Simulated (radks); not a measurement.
Results of a calculation; reference values are marked as such.
Spin polarisation of the 6p1 shell in Tl. Start: [Hg] 6p(up 0.5, down 0.5); electrons of 6p are moved from spin down to spin up, other shells keep equal spins. Level of theory: non-relativistic Kohn-Sham, PBEsol, spin-polarised, spherical densities, point nucleus (a radial shooting solver on a logarithmic mesh with Libxc functionals).

| moment (Bohr magnetons) | E - E(0) (eV) | e(6p up) (eV) | e(6p down) (eV) | 6s down minus up (eV) | 5d down minus up (eV) | 5p down minus up (eV) |
|---|---|---|---|---|---|---|
| 0 | 0.000 | -2.587 | -2.587 | 0.000 | 0.000 | 0.000 |
| 0.25 | -0.010 | -2.663 | -2.502 | 0.141 | 0.018 | 0.004 |
| 0.5 | -0.040 | -2.732 | -2.410 | 0.284 | 0.036 | 0.007 |
| 0.75 | -0.091 | -2.793 | -2.308 | 0.427 | 0.054 | 0.011 |
| 1 | -0.162 | -2.848 | -2.191 | 0.571 | 0.072 | 0.014 |

At moment 1 the spin-polarisation energy is -0.162 eV and the 6p exchange splitting 0.657 eV, that is 0.657 eV per Bohr magneton; E = -I m^2/4 would give I = 0.647 eV.
